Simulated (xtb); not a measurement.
BeCl$_{2}$, triplet, from a rough starting geometry (GFN-xTB shapes and energies of metal compounds can be far from the true ones) (a higher spin typed on purpose: for a closed-shell molecule this is an excited state); xtb with GFN2-xTB.

Here is a job for xtb.
```
$ xtb mol.xyz --gfn 2 --uhf 2 --opt vtight --json

# file mol.xyz
3

Be     0.03020105    -0.02556939     0.00807759
Cl     1.25135174     0.32168423    -1.24073198
Cl    -1.27681112    -0.29965030     1.18143978
```

Problem. Write the output that xtb gives for this input, abridged.

Solution. 
```
   ID    Z sym.   atoms
    1    4 Be     1
    2   17 Cl     2, 3

           -------------------------------------------------
          |                Calculation Setup                |
           -------------------------------------------------

           -------------------------------------------------
          |                 G F N 2 - x T B                 |
           -------------------------------------------------

          ...................................................
          :                      SETUP                      :
          :.................................................:
          :  # basis functions                  24          :
          :  # atomic orbitals                  22          :
          :  # shells                            8          :
          :  # electrons                        16          :
          :  max. iterations                   250          :
          :  Hamiltonian                  GFN2-xTB          :
          :  restarted?                      false          :
          :  GBSA solvation                  false          :
          :  PC potential                    false          :
          :  electronic temp.          300.0000000     K    :
          :  accuracy                    1.0000000          :
          :  -> integral cutoff          0.2500000E+02      :
          :  -> integral neglect         0.1000000E-07      :
          :  -> SCF convergence          0.1000000E-05 Eh   :
          :  -> wf. convergence          0.1000000E-03 e    :
          :  Broyden damping             0.4000000          :
          :  net charge                          0          :
          :  unpaired electrons                  2          :
          ...................................................

 iter      E             dE          RMSdq      gap      omega  full diag
   1     -4.3673850 -0.436739E+01  0.355E+01    0.01       0.0  T
   2     -7.3346990 -0.296731E+01  0.201E+01    0.00       1.0  T
   3     -8.9203352 -0.158564E+01  0.901E+00    0.08       1.0  T
   4     -9.4014613 -0.481126E+00  0.111E+01    0.07       1.0  T
   5     -9.4843485 -0.828872E-01  0.117E+01    0.11       1.0  T
   6     -9.4594354  0.249131E-01  0.906E+00    0.04       1.0  T
   7     -9.5360224 -0.765871E-01  0.433E+00    0.00       1.0  T
   8     -9.5951602 -0.591378E-01  0.497E+00    0.01       1.0  T
   9     -9.5931753  0.198488E-02  0.333E+00    0.01       1.0  T
  10     -9.5851005  0.807489E-02  0.348E+00    0.02       1.0  T
  11     -9.6142795 -0.291791E-01  0.485E+00    0.02       1.0  T
  12     -9.6151775 -0.897974E-03  0.424E+00    0.01       1.0  T
  13     -9.6287515 -0.135740E-01  0.178E+00    0.00       1.0  T
  14     -9.6279051  0.846358E-03  0.116E+00    0.01       1.0  T
  15     -9.6299292 -0.202405E-02  0.443E-01    0.01       1.0  T
  16     -9.6301606 -0.231410E-03  0.249E-01    0.01       1.0  T
  17     -9.6301942 -0.335731E-04  0.193E-01    0.01       1.0  T
  18     -9.6302291 -0.349421E-04  0.189E-01    0.02       1.0  T
  19     -9.6302889 -0.598339E-04  0.887E-02    0.02       1.0  T
  20     -9.6302918 -0.281299E-05  0.451E-02    0.02       1.3  T
  21     -9.6302912  0.575738E-06  0.340E-02    0.02       1.7  T
  22     -9.6302916 -0.384954E-06  0.282E-02    0.02       2.0  T
  23     -9.6302931 -0.153916E-05  0.547E-03    0.02      10.6  T
  24     -9.6302929  0.236906E-06  0.102E-02    0.02       5.7  T
  25     -9.6302931 -0.240261E-06  0.354E-03    0.02      16.3  T
  26     -9.6302931  0.499381E-07  0.510E-03    0.02      11.3  T
  27     -9.6302931 -0.261303E-07  0.345E-03    0.02      16.8  T
  28     -9.6302931 -0.214748E-07  0.112E-03    0.02      51.4  T
  29     -9.6302931 -0.173112E-08  0.495E-04    0.02     116.7  T
  30     -9.6302931 -0.270164E-09  0.402E-04    0.02     143.7  T

   *** convergence criteria satisfied after 30 iterations ***

 transition dipole moment (au) for excitation:           8           9
[...]
 * total energy  :    -9.7051340 Eh     change       -0.1587439E-01 Eh
 * total energy  :    -9.7065107 Eh     change       -0.1376738E-02 Eh
 * total energy  :    -9.7086992 Eh     change       -0.2188484E-02 Eh
 * total energy  :    -9.7128203 Eh     change       -0.4121095E-02 Eh
 * total energy  :    -9.7226193 Eh     change       -0.9798985E-02 Eh
 * total energy  :    -9.7209937 Eh     change        0.1625616E-02 Eh
 * total energy  :    -9.7296069 Eh     change       -0.8613290E-02 Eh
 * total energy  :    -9.7297578 Eh     change       -0.1508084E-03 Eh
 * total energy  :    -9.7299383 Eh     change       -0.1805146E-03 Eh
 * total energy  :    -9.7299393 Eh     change       -0.1011740E-05 Eh
 * total energy  :    -9.7299399 Eh     change       -0.6005098E-06 Eh
 * total energy  :    -9.7299399 Eh     change       -0.4874705E-07 Eh
   *** GEOMETRY OPTIMIZATION CONVERGED AFTER 15 ITERATIONS ***
         :: total energy              -9.729939931229 Eh    ::
[...]

           -------------------------------------------------
          |                Property Printout                |
           -------------------------------------------------

    * Orbital Energies and Occupations

         #    Occupation            Energy/Eh            Energy/eV
      -------------------------------------------------------------
         1        2.0000           -1.0779400             -29.3322
         2        2.0000           -1.0656478             -28.9978
         3        2.0000           -0.4903232             -13.3424
         4        2.0000           -0.4677245             -12.7274
         5        2.0000           -0.4633654             -12.6088
         6        2.0000           -0.4566278             -12.4255
         7        2.0000           -0.4417341             -12.0202
         8        1.0000           -0.4076503             -11.0927
         9        1.0000           -0.3181673              -8.6578 (HOMO)
        10                         -0.2058310              -5.6009 (LUMO)
        11                         -0.0260190              -0.7080
        12                         -0.0070646              -0.1922
        13                          0.0007466               0.0203
        14                          0.0011428               0.0311
        15                          0.0015045               0.0409
        16                          0.0018581               0.0506
        17                          0.0022583               0.0615
        18                          0.0027501               0.0748
        19                          0.0060938               0.1658
        20                          0.0083408               0.2270
       ...                                ...                  ...
        22                          0.3848353              10.4719
      -------------------------------------------------------------
                  HL-Gap            0.1123363 Eh            3.0568 eV
             Fermi-level           -0.3433457 Eh           -9.3429 eV

     #   Z          covCN         q      C6AA      α(0)
     1   4 Be       1.520     0.472    17.225    10.189
     2  17 Cl       1.291    -0.236   106.665    15.801
     3  17 Cl       1.291    -0.236   106.667    15.801

 Mol. C6AA /au·bohr⁶  :        590.662408
 Mol. C8AA /au·bohr⁸  :      24897.699326
 Mol. α(0) /au        :         41.790343

Wiberg/Mayer (AO) data.
largest (>0.10) Wiberg bond orders for each atom

 ---------------------------------------------------------------------------
     #   Z sym  total        # sym  WBO       # sym  WBO       # sym  WBO
 ---------------------------------------------------------------------------
     1   4 Be   0.968 --     2 Cl   0.485     3 Cl   0.483
     2  17 Cl   0.970 --     3 Cl   0.485     1 Be   0.485
     3  17 Cl   0.968 --     2 Cl   0.485     1 Be   0.483
 ---------------------------------------------------------------------------

Topologies differ in total number of bonds
Writing topology from bond orders to xtbtopo.mol

molecular dipole:
                 x           y           z       tot (Debye)
 q only:        0.858      -0.706       0.712
   full:       -0.091       0.076      -0.077       0.360
molecular quadrupole (traceless):
                xx          xy          yy          xz          yz          zz
 q only:       -0.555      -1.183       1.246       2.701       0.014      -0.691
  q+dip:       -0.828       0.992       1.032       0.015       1.448      -0.203
   full:       -0.711       1.364       0.751      -0.732       1.530      -0.040

optimized geometry written to: xtbopt.xyz

           -------------------------------------------------
          | TOTAL ENERGY               -9.729939931229 Eh   |
          | GRADIENT NORM               0.000223342502 Eh/α |
          | HOMO-LUMO GAP               3.056825097808 eV   |
           -------------------------------------------------

normal termination of xtb
```
